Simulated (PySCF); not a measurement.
sulfur hexafluoride (F₆S), SMILES FS(F)(F)(F)(F)F.

Coordinates come from a PBE-D3(BJ)/def2-SVP optimisation.

Computed with PBE-D3(BJ)/def2-SVP in PySCF.

Frequencies are harmonic and unscaled.

Modes within 1.5 cm⁻¹ of each other (mostly degenerate sets) share a row, with their intensities summed.

Computed vibrational spectrum:
```tsv
mode	ν (cm⁻¹)	IR (km/mol)	Raman (Å⁴/amu)	depolarisation	moving atoms (share of kinetic energy)
1–3	319	0.0	0.0	–	F 100 %
4–6	471	0.0	7.3	0.75	F 100 %
7–9	562	83.0	0.0	–	F 86 %, S 14 %
10–11	635	0.0	7.4	0.75	F 100 %
12	717	0.0	17.4	0.00	F 100 %
13–15	966	1199.0	0.0	–	S 64 %, F 36 %
```
